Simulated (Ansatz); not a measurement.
Consider the ligand exchange at the Si–S bond: `S[SiH2]CCl` + CH₃NH₂ → `CN[SiH2]CCl` + H₂S.

Calculated with Ansatz (gas phase, PBE0-D4/def2-TZVP geometries, no zero-point term in ΔE). CCSD(T)/CBS adds triple-zeta CCSD(T) − MP2 to the extrapolated MP2 energy (def2 sets, frozen cores). This one scheme is used for every species. DFT in def2-TZVPP. Each species was taken in one conformer, which may not be the lowest.

`S[SiH2]CCl`:

Z-matrix (Å, degrees):
```
Si
C 1 1.880
S 1 2.139 2 111.2
H 1 1.482 2 108.6 3 -122.6
H 1 1.481 2 109.3 3 115.9
Cl 2 1.787 1 108.0 3 -179.3
H 2 1.090 1 112.4 3 61.9
H 2 1.090 1 111.9 3 -60.5
H 3 1.344 1 94.6 2 -72.1
```

CH₃NH₂:

Z-matrix (Å, degrees):
```
C
N 1 1.453
H 1 1.092 2 109.4
H 1 1.100 2 115.4 3 -121.6
H 1 1.092 2 109.4 3 116.8
H 2 1.012 1 110.6 3 62.6
H 2 1.012 1 110.6 3 -179.3
```

`CN[SiH2]CCl`:

Z-matrix (Å, degrees):
```
C
N 1 1.448
H 1 1.098 2 113.5
H 1 1.094 2 111.0 3 -121.9
H 1 1.093 2 109.5 3 120.2
Si 2 1.708 1 123.3 3 -85.9
H 2 1.008 1 113.5 3 66.1
C 6 1.890 2 114.9 1 66.0
H 6 1.483 2 108.1 1 -173.8
H 6 1.491 2 108.7 1 -52.2
Cl 8 1.789 6 109.4 2 57.7
H 8 1.091 6 112.3 2 -61.2
H 8 1.091 6 112.1 2 176.9
```

H₂S:

Z-matrix (Å, degrees):
```
S
H 1 1.341
H 1 1.341 2 92.3
```

| level | ΔE (kJ/mol) | difference from CCSD(T)/CBS |
| --- | --- | --- |
| ωB97M-V | 4.7 | -1.8 |
| B2PLYP | 6.4 | -0.1 |
| PBE | 16.8 | 10.3 |
| PBE0 | 14.6 | 8.1 |
| HF/def2-TZVPP | 2.6 | -3.9 |
| MP2/def2-TZVPP | 5.8 | -0.7 |
| CCSD(T)/def2-TZVPP | 4.1 | -2.4 |
| HF/def2-QZVPP | 1.8 | -4.7 |
| SCS-MP2/def2-QZVPP | 5.0 | -1.5 |
| CCSD/CBS(def2) | 5.3 | -1.2 |
| CCSD(T)/CBS | 6.5 | 0 |

Largest T1 diagnostic among the species: 0.010.

The D4 term adds −4.3 kJ/mol with B3LYP and −2.7 kJ/mol with PBE0; it sums over pairs of atoms, weighted by their polarisabilities, and B3LYP, whose exchange is more repulsive, gets the larger term.

B3LYP here is the variant with VWN-RPA as its local correlation; programs differ in this.
